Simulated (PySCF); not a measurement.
# Telling isomers of C$_{2}$H$_{9}$ClOSi$_{3}$ apart by NMR

[PySCF 2.14: GFN2-xTB structure; σ from GIAO-PBE0/pcSseg-1; non-relativistic Hamiltonian; rapidly exchanging positions averaged; single conformer; gas phase]

δ = σ(ref) − σ, references computed at the same level: TMS for ¹H (σref 31.72) and ¹³C (σref 186.93). Where no couplings were computed, multiplicities follow the n + 1 count of equivalent neighbours, and m marks all less simple cases (inequivalent or close neighbours, rings, F or P nearby). Shifts are as computed. Against solution values, carbons near 30 ppm lie about +3 ppm off and those near 130 ppm about +5 ppm. Of 1309 compounds with measured shifts, 239 miss one by over three times the rms of a fit or turn the order of signals round; such compounds aren't used in these exercises.

(1) Tabulate the signals of `CC(=O)[Si]([SiH3])([SiH3])Cl`, `C=C[Si@H](Cl)[SiH2]O[SiH3]` and their relative energies.

(2) What is the quickest way to tell CC(=O)[Si]([SiH3])([SiH3])Cl from C=C[Si@H](Cl)[SiH2]O[SiH3]?

Answers

(1) 
```tsv
SMILES	carbon types	δC	δH	E rel. (kcal/mol)
CC(=O)[Si]([SiH3])([SiH3])Cl	1×C 1×CH3	251.4, 41.4	3.62 (s, 6H), 2.82 (s, 3H)	31.3
C=C[Si@H](Cl)[SiH2]O[SiH3]	1×CH 1×CH2	144.3, 138.5	6.75 (m, 1H), 6.55 (m, 1H), 6.48 (m, 1H), 5.73 (m, 1H), 5.56 (m, 1H), 5.45 (m, 1H), 5.12 (s, 3H)	0.0
```

Energies are electronic energies at PBE0/pcSseg-1 on these geometries, without zero-point or thermal terms, each for the one conformer computed, which needn't be the lowest.

(2) Both give the same number of carbon signals, but DEPT or the intensities differ. The first has a carbonyl carbon (C) at 251.4 ppm, the second a terminal =CH2 carbon at 144.3 ppm. In the proton spectra the most deshielded non-exchanging signals are 3.62 (s, 6H) and 6.75 (m, 1H).
